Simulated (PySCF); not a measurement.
## Energy profile

The step: GaH₃O₂ ([OH][GaH][OH]) → GaHO ([O][GaH]) + H₂O (still joined by a long Ga–O bond); bonds formed: O2–H4; bonds broken: O3–H4; bonds weakened to dative contacts: Ga1–O2 (atoms numbered as in the saddle structure below).

```
6
angstrom
Ga -0.0871 1.0243 -0.0641
O 0.4581 -0.9399 0.3262
O -0.4606 0.2660 -1.5344
H 0.0332 -0.8362 -0.6707
H 0.1122 2.0283 1.0709
H -0.0558 -1.5425 0.8720
```

Electronic energies by CCSD(T) at an estimated basis limit (MP2 extrapolated from triple and quadruple zeta, plus CCSD(T) − MP2 in triple zeta), on PBE0-D4/def2-TZVP structures; GaH$_{3}$O$_{2}$, closed shell; no counterpoise correction. PySCF 2.14 with density fitting (its default auxiliary sets; JK sets also for MP2 and CCSD(T)); basis: def2-TZVPP and def2-QZVPP; cores frozen in the correlated methods. Filled d shells of the heavier atoms are correlated. The def2 sets are not built for correlating such inner shells, so the correlated values are less sure here. Extrapolation: Hartree–Fock as exp(−7.88 √X), correlation as X^−2.97.

(1) Give the profile in kJ/mol, counted from the start structure. (To be estimated.)

No T1 diagnostic of these runs exceeds 0.028. The T1 diagnostic is large here, which may signal multireference character or strong orbital relaxation, so CCSD(T) is less sure.

## Answers

(1) Computed:
| point | kJ/mol |
| --- | --- |
| start structure | 0.0 |
| saddle | 204.8 |
| end structure | 196.3 |
| separated: GaHO (linked as [O][GaH]; Ga1, O3, H5; singlet) + H$_{2}$O (O2, H4, H6; singlet) | 253.1 |

For scale, one of the runs: CCSD(T)/def2-TZVPP, 152 basis functions, launched by `OMP_NUM_THREADS=4 python run.py`. The run took 67 s on 4 CPU threads of an INTEL XEON PLATINUM 8581C (shared host), with 1.4 GiB of host memory at its peak.
